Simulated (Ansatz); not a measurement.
Geometry optimisation, RKS PBE0-D4/def2-SVP (Ansatz).

Input:

```yaml
crystal:
  periodic: [false, false, false]
  atoms:
    - { symbol: B, position_ang: [-0.5311, -0.8685, 0.2972] }
    - { symbol: Si, position_ang: [0.5187, 1.1195, -0.0929] }
    - { symbol: Cl, position_ang: [-2.2383, -0.4372, 0.2269] }
    - { symbol: Cl, position_ang: [0.1522, -1.515, 1.7843] }
    - { symbol: H, position_ang: [0.211, -0.6347, -0.68] }
    - { symbol: Cl, position_ang: [-0.1006, -2.2498, -1.3234] }
    - { symbol: H, position_ang: [-0.0402, 1.8083, -1.2493] }
    - { symbol: H, position_ang: [0.0522, 1.7241, 1.1481] }
    - { symbol: H, position_ang: [1.9761, 1.0533, -0.1109] }
basis:
  gaussian: { orbitals: def2-SVP }
hamiltonian:
  xc: pbe0
  dispersion: d4
relax:
  f_tol: 0.15
  max_steps: 25
  restrain:
    - { distance: [0, 5], at: 1.86, k: 30.0 }
    - { distance: [4, 1], at: 1.42, k: 30.0 }
    - { distance: [0, 1], at: 3.25, k: 30.0 }
    - { distance: [4, 5], at: 2.63, k: 30.0 }
```

Launched with:

```bash
$ ansatz run input.yaml --threads 2 --pin off --max-ram 3072MiB --backend cpu --events-out ev --progress --plain --runs-dir out
```

Question: Where does it end, and by what steps?

Answer: It converged. The restraints hold the end off the free minimum. After 7 steps the energy has fallen by 1.620 eV (the restraints' own energy left out); B1 moved furthest, 0.75 Å. Parted: B1–Si2, B1–H5. Joined: Si2–H5.

```
step  energy less start (eV)  largest force component (eV/Å)  accepted
   0                  0.0000                           1.466       yes
   1                 -0.4366                           1.919       yes
   2                 -0.8079                           1.957       yes
   3                 -1.0116                           1.674       yes
   4                 -1.4757                           0.844       yes
   5                 -1.6017                           1.033       yes
   6                 -1.6159                           1.035       yes
   7                 -1.6199                           1.064       yes
```

```xyz
9
Properties=species:S:1:pos:R:3
B -0.871 -1.534 0.337
Si 0.704 1.259 -0.257
Cl -2.309 -0.559 0.224
Cl 0.004 -1.685 1.832
H 0.552 -0.113 -0.698
Cl -0.376 -2.548 -1.085
H 0.058 2.155 -1.260
H 0.077 1.461 1.078
H 2.162 1.564 -0.172
```

Time of the run: 22 s on 2 threads of Arm Neoverse V2, with other jobs on the host, peak memory 0.25 GiB.
